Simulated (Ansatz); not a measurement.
Computed with Ansatz on PBE0-D4/def2-TZVP structures; ΔE is electronic, products minus reactants. CCSD(T)/CBS is the MP2 limit (def2-TZVPP, def2-QZVPP) plus CCSD(T) − MP2 in def2-TZVPP, frozen cores. Functionals use def2-TZVPP. For Ge outer-core shells are correlated without core-valence functions, which leaves a few kJ/mol of doubt a bond. Scalar relativity is left out up to krypton. Each species was taken in one conformer, which may not be the lowest.

`C=N[Si](N)(O)F` + `C=[CH][GeH3]` → `C=N[SiH](N)O` + `F/C=[CH]/[GeH3]`  (redistribution)

`C=N[Si](N)(O)F`:

Cartesian coordinates in Å:
```
C -0.107 2.177 0.136
N 0.418 1.127 -0.314
Si -0.208 -0.469 -0.172
N 0.836 -1.555 0.606
O -0.530 -0.911 -1.703
F -1.537 -0.490 0.719
H 0.394 3.144 0.007
H -1.067 2.207 0.672
H 1.792 -1.656 0.308
H 0.730 -1.735 1.590
H -0.722 -1.839 -1.848
```

`C=[CH][GeH3]`:

Z-matrix (Å, degrees):
```
Ge
C 1 1.938
H 1 1.539 2 110.6
H 1 1.538 2 108.6 3 -120.2
H 1 1.539 2 110.6 3 119.5
C 2 1.327 1 123.1 3 120.1
H 2 1.088 1 118.1 3 -59.9
H 6 1.087 2 121.9 1 -180.0
H 6 1.086 2 122.0 1 0.0
```

`C=N[SiH](N)O`:

Z-matrix (Å, degrees):
```
Si
N 1 1.735
O 1 1.647 2 107.0
N 1 1.709 2 114.0 3 121.1
H 1 1.482 2 107.0 3 -121.5
C 2 1.258 1 125.1 3 -0.0
H 3 0.958 1 116.3 2 167.6
H 4 1.008 1 120.2 2 -55.9
H 4 1.008 1 118.7 2 85.7
H 6 1.100 2 123.9 1 0.2
H 6 1.097 2 120.2 1 -179.8
```

`F/C=[CH]/[GeH3]`:

```xyz
9

F    -2.091    0.330    1.786
C    -1.158    0.495    0.842
C    -0.312   -0.459    0.503
Ge    1.020   -0.172   -0.865
H    -1.200    1.493    0.416
H    -0.383   -1.415    1.015
H     2.431   -0.356   -0.283
H     0.829   -1.177   -2.013
H     0.864    1.260   -1.401
```

CCSD(T)/CBS gives +231.3 kJ/mol.

Task: Another level gave +221.0 kJ/mol. Which?
A. PBE0/def2-TZVPP
B. r2SCAN-D4/def2-TZVPP
C. SCS-MP2/def2-TZVPP
D. PBE-D4/def2-TZVPP

Result: B. r2SCAN-D4 221.0, SCS-MP2/def2-TZVPP 230.0, PBE-D4 205.6, PBE0 213.7 kJ/mol.

Largest T1 diagnostic among the species: 0.012.

From PBE to PBE0 (25 % exact exchange), in def2-TZVPP and without D4, ΔE moves by +9.7 kJ/mol.
